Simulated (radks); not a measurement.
Values are calculated unless marked as measured or tabulated.
Spherical quantum dot in the effective-mass picture: electrons in a hard-walled sphere of radius 1.84, with a point charge +2 (a donor) at the centre, all in effective atomic units (hartree* = m*/eps^2 hartree, bohr* = eps/m* bohr), one dielectric constant everywhere. Level of theory: non-relativistic Kohn-Sham, LDA (Slater exchange, Perdew-Wang correlation), spin-polarised, spherical densities (a radial shooting solver with Libxc functionals). Levels are named by radial order and angular momentum (1s, 1p, 1d, 2s, ...), and open shells are averaged over m. Each electron was tried in the lowest free levels, single moves between levels near the top were tried too, and the lowest total energy was kept; such a search can miss a lower state. At N = 1 the Hartree and exchange-correlation terms need not cancel, so that row can carry a self-interaction error.

\begin{tabular}{lrrrrrr}
N & open shells & 2S & E (hartree*) & addition energy mu(N+1) - mu(N) (hartree*) & e(HOMO) (hartree*) & rms radius (bohr*) \\ \hline
1 & 1s(up 1, down 0) & 1 & -1.82009 & 1.277 & -1.3239 & 0.7299 \\
2 & none & 0 & -2.36270 & 3.182 & -0.081896 & 0.7819 \\
3 & 1p(up 1, down 0) & 1 & 0.276986 & 0.7149 & 2.9901 & 0.9112 \\
4 & 1p(up 2, down 0) & 2 & 3.63159 & 0.7398 & 3.7225 & 0.9745 \\
5 & 1p(up 3, down 0) & 3 & 7.72600 & 0.9666 & 4.4673 & 1.014 \\
6 & 1p(up 3, down 1) & 2 & 12.7871 & 0.7001 & 5.4061 & 1.044 \\
7 & 1p(up 3, down 2) & 1 & 18.5482 & 0.7194 & 6.1191 & 1.067 \\
8 & none & 0 & 25.0288 & 2.402 & 6.8431 & 1.085 \\
9 & 2s(up 1, down 0) & 1 & 33.9110 & 0.8784 & 9.3043 & 1.095 \\
10 & 1d(up 1, down 0) 2s(up 1, down 0) & 2 & 43.6715 & 0.6828 & 10.101 & 1.116 \\
11 & 1d(up 2, down 0) 2s(up 1, down 0) & 3 & 54.1149 & 0.6861 & 10.786 & 1.134 \\
12 & 1d(up 3, down 0) 2s(up 1, down 0) & 4 & 65.2443 & 0.6880 & 11.473 & 1.149 \\
13 & 1d(up 4, down 0) 2s(up 1, down 0) & 5 & 77.0616 & 0.6890 & 12.195 & 1.162 \\
14 & 1d(up 5, down 0) 2s(up 1, down 0) & 6 & 89.5680 & 0.9043 & 12.919 & 1.173 \\
15 & 1d(up 5, down 1) 2s(up 1, down 0) & 5 & 102.979 & 0.6685 & 13.744 & 1.184 \\
16 & 1d(up 5, down 2) 2s(up 1, down 0) & 4 & 117.058 & 0.6729 & 14.415 & 1.193 \\
17 & 1d(up 5, down 3) 2s(up 1, down 0) & 3 & 131.810 & 0.6304 & 15.125 & 1.202 \\
18 & none & 0 & 147.192 & 0.7680 & 15.715 & 1.218 \\
19 & 2s(up 1, down 0) & 1 & 163.343 & 1.054 & 16.588 & 1.217 \\
20 & none & 0 & 180.547 & 2.333 & 17.660 & 1.214 \\
21 & 1f(up 1, down 0) & 1 & 200.085 & 0.6587 & 19.867 & 1.223 \\
22 & 1f(up 2, down 0) & 2 & 220.281 & 0.6597 & 20.526 & 1.230 \\
23 & 1f(up 3, down 0) & 3 & 241.137 & 0.6605 & 21.186 & 1.238 \\
24 & 1f(up 4, down 0) & 4 & 262.653 & 0.6610 & 21.847 & 1.244 \\
25 & 1f(up 5, down 0) & 5 & 284.830 & 0.6613 & 22.508 & 1.251 \\
26 & 1f(up 6, down 0) & 6 & 307.669 & 0.6616 & 23.169 & 1.257 \\
27 & 1f(up 7, down 0) & 7 & 331.169 & 0.8418 & 23.831 & 1.262 \\
28 & 1f(up 7, down 1) & 6 & 355.511 & 0.6524 & 24.668 & 1.267 \\
29 & 1f(up 7, down 2) & 5 & 380.505 & 0.6535 & 25.321 & 1.272 \\
30 & 1f(up 7, down 3) & 4 & 406.153 & 0.6543 & 25.975 & 1.277 \\
31 & 1f(up 7, down 4) & 3 & 432.455 & 0.6549 & 26.630 & 1.281 \\
32 & 1f(up 7, down 5) & 2 & 459.412 & 0.6554 & 27.285 & 1.286 \\
33 & 1f(up 7, down 6) & 1 & 487.024 & 0.6557 & 27.940 & 1.290 \\
34 & none & 0 & 515.292 & 3.013 & 28.596 & 1.293 \\
35 & 1g(up 1, down 0) & 1 & 546.573 & 0.6441 & 31.603 & 1.298 \\
36 & 1g(up 2, down 0) & 2 & 578.498 & 0.6445 & 32.247 & 1.302 \\
37 & 1g(up 3, down 0) & 3 & 611.068 & 0.6448 & 32.892 & 1.306 \\
38 & 1g(up 4, down 0) & 4 & 644.282 & - & 33.537 & 1.310 \\
\end{tabular}

All shells are closed at N = 2, 8, 18, 20, 34 (there: 1s2 1p6 1d10 2s2 1f14); the second difference of the energy has clear peaks (12 % above both neighbours; the first and last values, which can be the largest, are not judged, and half-filled shells can peak too) at N = 2, 5, 8, 14, 20, 27, 34.
